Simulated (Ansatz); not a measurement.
Cost and result for the atomization energy of C$_{3}$H$_{6}$Si, SMILES `C1=C[SiH2]C1` (10 atoms, 10 bonds).

```xyz
10

C     0.373    0.398   -0.990
C    -0.510    1.154   -0.317
Si   -0.578   -0.110    1.035
C     0.653   -0.864   -0.196
H     0.833    0.629   -1.953
H    -0.909    2.112   -0.622
H    -1.860   -0.840    1.246
H    -0.051    0.271    2.376
H     1.692   -0.966    0.127
H     0.358   -1.785   -0.705
```

The species carries charge 0 and has multiplicity 1. Geometry: relaxed with PBE0-D4/def2-TZVP. Program: Ansatz. All runs use 2 threads of an Arm Neoverse V2 on a shared host. Times are those of one run each, without the atoms' runs, and a repeat can differ threefold. Electronic energies, without spin–orbit coupling; frozen cores. CCSD(T)/CBS adds CCSD(T) − MP2 in def2-TZVPP to the MP2 limit, and its time is that of the two runs behind it. T1 = 0.011. B3LYP takes the VWN-RPA correlation (the form of Gaussian; ORCA's B3LYP/G). HSE06 is the plane-wave form, built on full-range PBE exchange.

CCSD(T)/CBS is a level of theory with its own doubt, some kJ/mol a heavy atom from the limit and from the frozen cores, so smaller differences don't rank the functionals.

```csv
level,functions,wall time,atomization (kJ/mol),difference from CCSD(T)/CBS,per bond
revPBE-D4/def2-TZVPP,219,2.4 s,3881.4,-8.2,-0.8
CCSD(T)/def2-SVP,90,2.9 s,3707.3,-182.3,-18.2
PBE-D4/def2-TZVPP (with forces),219,3 s,3964.2,74.6,7.5
BHLYP-D4/def2-TZVPP,219,3.2 s,3802.6,-87.0,-8.7
HSE06-D4/def2-TZVPP,219,3.3 s,3920.6,31.0,3.1
B3LYP-D4/def2-TZVPP (with forces),219,4.9 s,3888.7,-0.9,-0.1
r2SCAN-D4/def2-TZVPP (with forces),219,6 s,3903.0,13.4,1.3
B2PLYP/def2-TZVPP,219,6 s,3852.8,-36.8,-3.7
ωB97X-V/def2-TZVPP,219,8.5 s,3904.7,15.1,1.5
ωB97M-V/def2-TZVPP (with forces),219,13 s,3905.5,15.9,1.6
MP2/def2-QZVPP,421,22 s,3901.3,11.7,1.2
CCSD(T)/def2-TZVPP,219,71 s,3798.0,-91.6,-9.2
CCSD(T)/CBS(def2),–,92 s,3889.6,0.0,0.0
```

The D4 term adds +31.1 kJ/mol with B3LYP and +16.0 kJ/mol with PBE0; it sums over pairs of atoms, weighted by their polarisabilities, and B3LYP, whose exchange is more repulsive, gets the larger term. From PBE to PBE0 (25 % exact exchange), in def2-TZVPP and without D4, the atomization energy moves by −43.0 kJ/mol: exact exchange takes away binding that semilocal exchange gives to molecules. Leaving LDA and LC-ωPBE aside and taking each functional with its dispersion term where it has one, the values spread over 161.6 kJ/mol, from BHLYP-D4 to PBE-D4. LDA lies +466.6 kJ/mol from PBE without D4, its usual overbinding.
